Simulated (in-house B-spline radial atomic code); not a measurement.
**RPA and G0W0 on B3LYP (VWN-RPA): the xenon ion Xe³⁺**

Configuration [Kr] 4d10 5s2 5p3, highest spin, mean-field start B3LYP (VWN-RPA). Computed with a B-spline radial code for spherical atoms: all electrons, non-relativistic, point nucleus, each spin shell either full or empty, empty states to l = 9 with an (l + 1/2)⁻⁴ tail; G0W0 by contour deformation at full frequency.

Without relativity these are model numbers: it shifts the levels of so heavy an element strongly and can reorder them.

Command:
```bash
python run_gw.py task.json out
```
Settings (radii: box in bohr, nucleus in fm):
```
Z                        54
electrons                51
configuration            [Kr] 4d10 5s2 5p3
hamiltonian              nr
method                   b3lyp
lmax                     9
spin_polarised           True
box_radius               14.14
intervals                53
```

Cost of the run: 4.7 s on 1 thread of Intel(R) Xeon(R) Platinum 8375C CPU @ 2.90GHz, with other jobs on the host.

Energies (hartree):

```tsv
term	value
mean-field total	-7232.51024
Hartree-Fock functional on these orbitals	-7229.88401
direct second order	-4.453
second-order exchange	1.2194
SOSEX correction	1.1371
```

(1) What is the RPA correlation energy, and what remains with SOSEX?

Quasi-particle levels (eV):

```
  level  occupied  mean field  Σx - vxc     Σc  QP weight     G0W0
  5p up       yes      -38.93     -3.98      ?          ?        ?
5s down       yes      -47.58     -1.53  -2.69      0.943   -51.79
4d down       yes      -97.86     -9.85   2.14      0.882  -105.57
5p down        no      -34.35      6.09  -2.64      0.939   -30.91
```

G0W0 = mean field + (Σx - vxc) + Σc, with Σc (partial-wave tail included) taken at the quasi-particle energy. Only the outer levels were computed. Levels of low weight are left out.

(2) Where does G0W0 put 5p up?

Results:

(1) RPA gives -3.9159 hartree (-2.09 eV per electron); RPA + SOSEX gives -2.7788, and the second-order doubles -3.2336 hartree (no singles). RPA lacks exchange-type terms and so overcorrelates at short range.

(2) At -43.50 eV, with Σc = -0.60 eV and a quasi-particle weight of 0.940. The tabulated removal energy is 42.2 ± 0.2 eV (NIST, measured); the calculation leaves out relativity, Breit and QED terms, and what these don't explain is the method's own error.
